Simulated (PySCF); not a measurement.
Isomers of C5H10N2, one conformer each; single-point electronic energies without zero-point terms and without any empirical dispersion term.

Level: PBE0/pcSseg-1 in PySCF, non-relativistic, each on one gas-phase PBE0-D3(BJ)/def2-SVP geometry that isn't relaxed in the solvent. The solvent is an IEF-PCM continuum (van der Waals radii × 1.2). Specific hydrogen bonds and non-electrostatic terms are outside this model.

```json
{"isomer": "`C1[C@@H](NC)C=NC1`", "relative energy, gas (kJ/mol)": "0.0", "dipole (D)": "1.55"}
{"isomer": "`C=N/N=C\\C(C)C`", "relative energy, gas (kJ/mol)": "83.8", "dipole (D)": "2.22"}
```

How do the relative energies look in chloroform (ε = 4.711)?

```tsv
isomer	relative energy, solvent (kJ/mol)	E(solvent) − E(gas) (kJ/mol)	dipole in solvent (D)
`C1[C@@H](NC)C=NC1`	0.0	-19.5	1.87
`C=N/N=C\C(C)C`	88.2	-15.1	2.73
```

The order is unchanged. Conformers: `[CH3:1][NH:2][C@H:3]1[CH:4]=[N:5][CH2:6][CH2:7]1` with C1–N2–C3–C4 77°; `[CH2:1]=[N:2]/[N:3]=[CH:4]\[CH:5]([CH3:6])[CH3:7]` with C1–N2–N3–C4 -111°, N3–C4–C5–C6 91°. `C1[C@@H](NC)C=NC1` gains most from the continuum, while `C=N/N=C\C(C)C` has the largest gas-phase dipole. The gains span 4.4 kJ/mol, the gas-phase energies 83.8 kJ/mol.
